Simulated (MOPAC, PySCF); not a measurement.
C10H12Si, SMILES `C=C/C=C/c1ccc([SiH3])cc1` (C–C–C–C torsion 180°, C–C–C–C torsion -2°), neutral singlet in the gas phase. 

Cartesian coordinates (Å):
```xyz
23

C      4.8653     0.8851    -1.0577
C      3.9504     0.0419    -0.5465
C      2.5291     0.3195    -0.4695
C      1.6240    -0.5452     0.0426
C      0.1785    -0.3525     0.1562
C     -0.4781     0.8304    -0.2446
C     -1.8567     0.9607    -0.1181
C     -2.6495    -0.0779     0.4117
Si    -4.5156     0.0980     0.5477
C     -1.9940    -1.2534     0.8161
C     -0.6117    -1.3877     0.6911
H      4.5766     1.8619    -1.4587
H      5.9259     0.6263    -1.0918
H      4.2771    -0.9291    -0.1552
H      2.2014     1.2900    -0.8580
H      1.9949    -1.5066     0.4166
H      0.0994     1.6603    -0.6563
H     -2.3267     1.8963    -0.4362
H     -5.0475    -0.9656     1.4485
H     -4.8733     1.4400     1.0947
H     -5.1734    -0.0376    -0.7869
H     -2.5697    -2.0810     1.2398
H     -0.1266    -2.3126     1.0145
```
Charge 0, multiplicity 1.

All levels are single points at this geometry (B3LYP-D3(BJ)/def2-SVP); Pople sets use spherical d functions. Orbital energies aren't observables, and empty levels follow the basis.

AM1 in MOPAC gives HOMO (eV) = -8.59.

**Question.** Estimate the HOMO (eV) from each of these levels: B3LYP-D3(BJ)/def2-TZVP in PySCF; PBE-D3(BJ)/def2-TZVP in PySCF; B3LYP/6-311+G** in PySCF; B3LYP/LANL2DZ in PySCF; BP86/6-31G* in PySCF; M06-2X/6-31G* in PySCF; SVWN5/6-31G* in PySCF; PM7 in MOPAC.

**Answer.** 
```json
[
 {"level": "B3LYP-D3(BJ)/def2-TZVP in PySCF", "HOMO (eV)": "-6.04"},
 {"level": "PBE-D3(BJ)/def2-TZVP in PySCF", "HOMO (eV)": "-5.41"},
 {"level": "B3LYP/6-311+G** in PySCF", "HOMO (eV)": "-6.05"},
 {"level": "B3LYP/LANL2DZ in PySCF", "HOMO (eV)": "-5.87"},
 {"level": "BP86/6-31G* in PySCF", "HOMO (eV)": "-5.18"},
 {"level": "M06-2X/6-31G* in PySCF", "HOMO (eV)": "-6.98"},
 {"level": "SVWN5/6-31G* in PySCF", "HOMO (eV)": "-5.26"},
 {"level": "PM7 in MOPAC", "HOMO (eV)": "-8.79"}
]
```
